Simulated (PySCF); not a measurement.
Method: PBE-D3(BJ)/def2-TZVP (PySCF). Isolated molecules, 0 K electronic values unless said otherwise. Excitations are Tamm–Dancoff values on a coarser integration grid. The basis has no diffuse functions, so Rydberg states are missing or too high.

Reference species (SMILES): `[Cl][In]([Cl])[Cl]` (neutral, multiplicity 1).

```
Item                  Result
-------------------  -------
S1–T1 gap (TDA)      0.30 eV
T1 excitation (TDA)  3.92 eV
```

Changed species: `[Cl][InH][Cl]` (2 of 3 H replaced by Cl; the reference has 3 of 3 H replaced by Cl).

**Question.** What does the change do to the S1–T1 gap (TDA) and T1 excitation (TDA)?

**Answer.** the S1–T1 gap (TDA) rises by 0.07 eV, to 0.37 eV; the T1 excitation (TDA) increases by 0.57 eV, to 4.49 eV.
